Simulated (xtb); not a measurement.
CH5AsGa (SMILES [CH3][Ga+][AsH2]), charge +1, singlet, at a GFN2-xTB geometry (such geometries of metal compounds can be far from the true shape); GFN0-xTB in xtb.

Here is a job for xtb.
```
$ xtb mol.xyz --gfn 0 --chrg 1 --json

# file mol.xyz
8

Ga    -0.26480194     0.69918643    -0.52061264
C     -0.83543884     2.30076768    -1.71543877
H     -1.70711157     2.79755934    -1.27679112
H     -1.09230900     1.94070960    -2.71727407
H     -0.01152453     3.01875020    -1.79098556
As     0.51746235    -1.22006838     0.91834543
H     -0.39845149    -2.08947204     0.08418954
H     -0.64536779    -0.88467631     1.82708655
```

Output, abridged:

```
   ID    Z sym.   atoms
    1   31 Ga     1
    2    6 C      2
    3    1 H      3-5, 7, 8
    4   33 As     6

           -------------------------------------------------
          |                Calculation Setup                |
           -------------------------------------------------

           -------------------------------------------------
          |                 G F N 0 - x T B                 |
           -------------------------------------------------

          ...................................................
          :                      SETUP                      :
          :.................................................:
          :  # basis functions                  34          :
          :  # atomic orbitals                  32          :
          :  # shells                           18          :
          :  # electrons                        16          :
          :  electronic temp.          300.0000000     K    :
          :  accuracy                    1.0000000          :
          :  -> integral cutoff          0.2500000E+02      :
          :  -> integral neglect         0.1000000E-07      :
          ...................................................

         :::::::::::::::::::::::::::::::::::::::::::::::::::::
         ::                     SUMMARY                     ::
         :::::::::::::::::::::::::::::::::::::::::::::::::::::
         :: total energy              -6.887567562022 Eh    ::
         :: gradient norm              0.017597344453 Eh/a0 ::
         :: HOMO-LUMO gap              2.365563679474 eV    ::
         ::.................................................::
         :: H0 energy                 -8.256594739721 Eh    ::
         :: repulsion energy           0.069412973077 Eh    ::
         :: electrostat energy         1.300781591676 Eh    ::
         :: -> Gsolv                   0.000000000000 Eh    ::
         ::    -> Gsasa                0.000000000000 Eh    ::
         ::    -> Gshift               0.000000000000 Eh    ::
         :: dispersion energy         -0.001167387054 Eh    ::
         :: short-range corr.          0.000000000000 Eh    ::
         :: add. restraining           0.000000000000 Eh    ::
         :: total charge               1.000000000000 e     ::
         :::::::::::::::::::::::::::::::::::::::::::::::::::::

           -------------------------------------------------
          |                Property Printout                |
[...]
        19                         -0.0084045              -0.2287
       ...                                ...                  ...
        32                          2.1579524              58.7209
      -------------------------------------------------------------
                  HL-Gap            0.0869329 Eh            2.3656 eV
             Fermi-level            0.0000000 Eh            0.0000 eV

     #   Z          covCN         q      C6AA      α(0)
     1  31 Ga       1.734     0.664   237.904    33.851
     2   6 C        3.614    -0.552    38.304     9.024
     3   1 H        0.924     0.232     0.952     1.526
     4   1 H        0.924     0.232     0.949     1.523
     5   1 H        0.924     0.235     0.939     1.515
     6  33 As       2.832    -0.044   238.149    28.043
     7   1 H        0.970     0.117     1.636     1.999
     8   1 H        0.970     0.117     1.636     1.999

 Mol. C6AA /au·bohr⁶  :       1779.400999
 Mol. C8AA /au·bohr⁸  :     121811.886927
 Mol. α(0) /au        :         79.480341

Wiberg/Mayer (AO) data.
largest (>0.10) Wiberg bond orders for each atom

 ---------------------------------------------------------------------------
     #   Z sym  total        # sym  WBO       # sym  WBO       # sym  WBO
 ---------------------------------------------------------------------------
     1  31 Ga   1.663 --     6 As   0.802     2 C    0.698
     2   6 C    3.843 --     3 H    0.956     4 H    0.956     5 H    0.956
                             1 Ga   0.698     6 As   0.277
     3   1 H    0.984 --     2 C    0.956
     4   1 H    0.984 --     2 C    0.956
     5   1 H    0.984 --     2 C    0.956
     6  33 As   2.962 --     8 H    0.939     7 H    0.939     1 Ga   0.802
                             2 C    0.277
     7   1 H    0.977 --     6 As   0.939
     8   1 H    0.977 --     6 As   0.939
 ---------------------------------------------------------------------------

Topologies differ in total number of bonds
Writing topology from bond orders to xtbtopo.mol

 dipole moment from electron density (au)
     X       Y       Z
  -0.1361   0.6541  -0.4682  total (Debye):    2.074

           -------------------------------------------------
          | TOTAL ENERGY               -6.887567562022 Eh   |
          | GRADIENT NORM               0.017597344453 Eh/α |
          | HOMO-LUMO GAP               2.365563679474 eV   |
           -------------------------------------------------

normal termination of xtb
```
